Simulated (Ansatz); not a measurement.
Frontier orbitals of C₂H₆FNSi₂.

Z-matrix (Å, degrees):
```
C
Si 1 1.863
H 1 1.092 2 110.7
H 1 1.092 2 110.3 3 -119.7
H 1 1.092 2 110.6 3 120.2
C 2 1.872 1 107.8 3 61.4
H 2 1.486 1 112.1 3 177.4
H 2 1.492 1 111.8 3 -59.8
Si 6 1.954 2 158.6 1 40.6
N 6 1.278 2 132.1 1 -122.1
F 9 1.641 6 97.2 2 -71.9
H 10 1.020 6 126.0 2 -0.5
```

Total charge 0; spin multiplicity 1. The bonds changed during the relaxation, so this is another structure than the one it started from. Geometry: relaxed with PBE0-D4/def2-TZVP. It is one conformer, not always the lowest. Basis def2-TZVPP, Ansatz.

| functional | HOMO (eV) | LUMO (eV) | gap (eV) |
| --- | --- | --- | --- |
| PBE | -5.24 | -2.85 | 2.39 |
| PBE0 | -6.34 | -1.77 | 4.57 |
| B3LYP | -6.17 | -1.96 | 4.21 |
| r2SCANh | -5.85 | -2.29 | 3.56 |
| CAM-B3LYP | -7.64 | -0.51 | 7.13 |
| ωB97X-V | -8.59 | 0.57 | 9.16 |
| ωB97M-V | -8.45 | 0.49 | 8.94 |

Against PBE, PBE0 changes HOMO and LUMO by −1.10 and +1.08 eV, ωB97M-V by −3.21 and +3.34 eV. A gap of 2.40 eV thus becomes 8.94 eV for the same molecule, so an orbital gap means little without its functional. A positive LUMO is unbound and depends on the basis.

B3LYP here is the variant with VWN-RPA as its local correlation; programs differ in this.
